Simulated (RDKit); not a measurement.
Input file for RDKit: UFF on CH6Si (SMILES C[SiH3]).

```python
from rdkit import Chem
from rdkit.Chem import AllChem, rdDetermineBonds

blocks = [
'''8

Si   -0.00000223    0.00000000    0.89127495
H     1.38491995    0.00000000    1.42260048
H    -0.69245922    1.19937626    1.42261007
H    -0.69245922   -1.19937626    1.42261007
C    -0.00000199   -0.00000000   -0.99569231
H     1.01773214   -0.00000000   -1.38779334
H    -0.50886472    0.88138120   -1.38780496
H    -0.50886472   -0.88138120   -1.38780496
''',
]
mol = None
for b in blocks:
    f = Chem.MolFromXYZBlock(b)
    rdDetermineBonds.DetermineBonds(f, charge=0)
    mol = f if mol is None else Chem.CombineMols(mol, f)
Chem.SanitizeMol(mol)
print(Chem.MolToSmiles(Chem.RemoveHs(mol)))
ff = AllChem.UFFGetMoleculeForceField(mol, vdwThresh=100.0, ignoreInterfragInteractions=False)
e = ff.CalcEnergy()
print(f'UFF energy {e:.6f} kcal/mol')
```

Program output:

```
C[SiH3]
UFF energy 2.162537 kcal/mol
```

The run finished.

Cost: very roughly 0.010 core-seconds.
